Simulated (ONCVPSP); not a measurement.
**Configuration tests for Sn (ONCV)**

tin, optimised norm-conserving Vanderbilt (ONCV), made with ONCVPSP 4.0.1 (PBE, scalar-relativistic). Core [Kr] 4d10, reference 5s2 5p2. Waves: 5s: rc 1.90 bohr, ncon 5, nbas 10, qcut 3.2 1/bohr, 3 projectors, debl 3.8 Ha; 5p: rc 2.40 bohr, ncon 4, nbas 8, qcut 4 1/bohr, 2 projectors, debl 0.9 Ha; d scattering state at 0.1 Ha: rc 2.15 bohr, ncon 4, nbas 9, qcut 4 1/bohr, 2 projectors, debl 0.4 Ha. Local part: polynomial inside 1.40 bohr (lpopt 5, dvloc0 0 Ha). Core correction: Teter function, fcfact 2.75, rcfact 1.3.

Energies are relative to the spin-unpolarised reference configuration 5s2 5p2; without spin polarisation the order of configurations can differ from experiment.

Problem. Give the all-electron excitation energy and the error of the potential for: 5s2 5p1; 5s2 5p0; 5s1 5p0; 5s1 5p3.

Solution.

```
valence configuration  charge  ΔE all-electron (eV)  error AE − PS (meV)
              5s2 5p1      +1                 6.875                 -4.5
              5s2 5p0      +2                20.828                  -29
              5s1 5p0      +3                51.800                 -150
              5s1 5p3       0                 6.978                 -5.2
```

Levels in the configuration 5s1 5p0:

| level | all-electron (eV) | pseudo (eV) |
| --- | --- | --- |
| 5s | -35.962 | -36.074 |

Note: ghosts flagged at negative energy: d at -23.4 eV; GHOST(+) flagged for p at 50.0 eV, s at 156.8 eV. A true bound ghost makes a file unfit for plane-wave use.
